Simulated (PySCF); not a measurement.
Circular dichroism: `CC[Si@@H]1C[C@H](Cl)CO1`, C5H11ClOSi

Molfile (atoms numbered from 1):
```
C5H11ClOSi
     RDKit          3D

 19 19  0  0  0  0  0  0  0  0999 V2000
    2.8684   -0.2349   -0.7695 C   0  0  0  0  0  0  0  0  0  0  0  0
    1.9028    0.3953    0.2264 C   0  0  0  0  0  0  0  0  0  0  0  0
    0.2451   -0.5151    0.2965 Si  0  0  2  0  0  4  0  0  0  0  0  0
   -1.0151   -0.1054   -1.0776 C   0  0  0  0  0  0  0  0  0  0  0  0
   -2.2874   -0.1376   -0.2567 C   0  0  2  0  0  0  0  0  0  0  0  0
   -3.6351    0.7456   -1.0180 Cl  0  0  0  0  0  0  0  0  0  0  0  0
   -1.9763    0.4728    1.1110 C   0  0  0  0  0  0  0  0  0  0  0  0
   -0.6959    0.0668    1.5094 O   0  0  0  0  0  0  0  0  0  0  0  0
    3.0520   -1.2749   -0.5138 H   0  0  0  0  0  0  0  0  0  0  0  0
    3.8217    0.2899   -0.7715 H   0  0  0  0  0  0  0  0  0  0  0  0
    2.4578   -0.2026   -1.7753 H   0  0  0  0  0  0  0  0  0  0  0  0
    1.7626    1.4480   -0.0271 H   0  0  0  0  0  0  0  0  0  0  0  0
    2.3533    0.3752    1.2187 H   0  0  0  0  0  0  0  0  0  0  0  0
    0.3871   -1.9664    0.4607 H   0  0  0  0  0  0  0  0  0  0  0  0
   -0.8580    0.8963   -1.4780 H   0  0  0  0  0  0  0  0  0  0  0  0
   -1.0679   -0.7942   -1.9153 H   0  0  0  0  0  0  0  0  0  0  0  0
   -2.6290   -1.1667   -0.1278 H   0  0  0  0  0  0  0  0  0  0  0  0
   -1.9990    1.5663    1.0482 H   0  0  0  0  0  0  0  0  0  0  0  0
   -2.6970    0.1510    1.8673 H   0  0  0  0  0  0  0  0  0  0  0  0
  1  2  1  0
  2  3  1  0
  3  4  1  0
  4  5  1  0
  5  6  1  0
  5  7  1  0
  7  8  1  0
  8  3  1  0
  1  9  1  0
  1 10  1  0
  1 11  1  0
  2 12  1  0
  2 13  1  0
  3 14  1  1
  4 15  1  0
  4 16  1  0
  5 17  1  1
  7 18  1  0
  7 19  1  0
M  END
```

Theory: TDDFT wB97X-D/def2-SVPD circular dichroism and optical rotation, one conformer, gas phase in PySCF. Geometry: GFN2-xTB.

The molecule is flexible and this is one conformer; a measurement averages over conformers.

Q: What are the CIP labels of the stereocentres?

A: Si3 R, C5 R.

Q: List the lowest 8 singlet excitations with oscillator and rotatory strengths.

A: Rotatory strengths R in 10⁻⁴⁰ esu² cm², velocity form and length form (origin at the centre of mass); f in length form.
```tsv
state	E (eV)	λ (nm)	f	R (velocity)	R (length)	main
1	7.14	174	0.027	-13.5	-13.3	HOMO−1→LUMO 0.47, HOMO→LUMO 0.32
2	7.24	171	0.004	+14.2	+14.0	HOMO→LUMO 0.52, HOMO−1→LUMO 0.26
3	7.40	168	0.006	+2.9	+2.8	HOMO−2→LUMO 0.64, HOMO−2→LUMO+3 0.13
4	7.92	157	0.033	+17.0	+16.4	HOMO−3→LUMO 0.32, HOMO→LUMO+1 0.24
5	8.00	155	0.090	-183.3	-177.6	HOMO→LUMO+2 0.40, HOMO−1→LUMO+1 0.12
6	8.09	153	0.002	+15.4	+14.4	HOMO→LUMO+1 0.39, HOMO→LUMO+2 0.18
7	8.23	151	0.007	+25.9	+25.0	HOMO−1→LUMO+2 0.35, HOMO−1→LUMO+1 0.28
8	8.47	146	0.024	+38.4	+36.7	HOMO→LUMO+3 0.24, HOMO→LUMO+4 0.16
```

Among the states computed, the strongest CD band (largest |R|) is state 5. The largest dissymmetry factor in size, g = 4R/(D+G), with D and G the electric and magnetic dipole strengths, is +0.074 for state 6 (velocity form, f = 0.003), among bands with |R| over 0.5. The mirror image has the same energies and oscillator strengths and all R with the opposite sign.
